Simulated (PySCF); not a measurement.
# Two-component Hartree-Fock for Fe⁺ (iron, charge +1)

Start: [Ar] 3d6 4s1; 3d3/2 filled at m_j = -3/2, -1/2, +1/2, +3/2; 3d5/2 filled at m_j = +3/2, +5/2; 4s1/2 filled at m_j = +1/2. Calculated with PySCF 2.14 in x2c-SVPall-2c with one added diffuse shell each of s, d type (6s5p4d1f, 48 functions): generalised Hartree-Fock with the X2C-1e Hamiltonian and a Gaussian nucleus; one run each with spin-orbit coupling (SO) switched off, then screened by Boettger's factors.

```tsv
spinor shell	electrons	ε, spin-free (eV)	ε, screened SO (eV)	weight of nominal j (screened SO)	rms radius, screened SO (bohr)
1s1/2	2	-7181.6	-7181.6	1.000	0.0676
2s1/2	2	-890.80	-890.77	1.000	0.288
2p1/2	2	-756.91	-765.87	0.988	0.259
2p3/2	4	-756.91	-752.48	0.994	0.261
3s1/2	2	-124.03	-124.02	1.000	0.872
3p1/2	2	-83.515	-85.038	0.659	0.935
3d3/2	4	-25.841	-25.490	0.659	1.22
3d5/2	2	-25.841	-26.542	0.895	1.21
4s1/2	1	-15.370	-15.369	1.000	3.02
```

Task: Where does 3p3/2 lie, and what is the 3p spin-orbit splitting (screened SO)?

Result: At -82.749 eV, 2.289 eV above 3p1/2.

```json
{"quantity": "E (hartree)", "spin-free": "-1270.91232", "screened SO": "-1270.92804"}
{"quantity": "M_J", "spin-free": "9/2", "screened SO": "9/2"}
{"quantity": "⟨J²⟩", "spin-free": "24.758", "screened SO": "24.758"}
{"quantity": "⟨L²⟩", "spin-free": "6.005", "screened SO": "6.011"}
{"quantity": "⟨S²⟩", "spin-free": "8.753", "screened SO": "8.749"}
```

Each row is a mean over spinors that exchange with the open shell spreads, by up to 15.282 eV (3p3/2).

Rows whose weight is well below 1 are mixtures of j = l ± 1/2: exchange outweighs spin-orbit coupling there, and the label is only the starting occupation.

Without spin-orbit coupling the j labels of p, d and f shells carry no meaning; the spin-free column gives the mean over the occupied spinors of each nl shell.
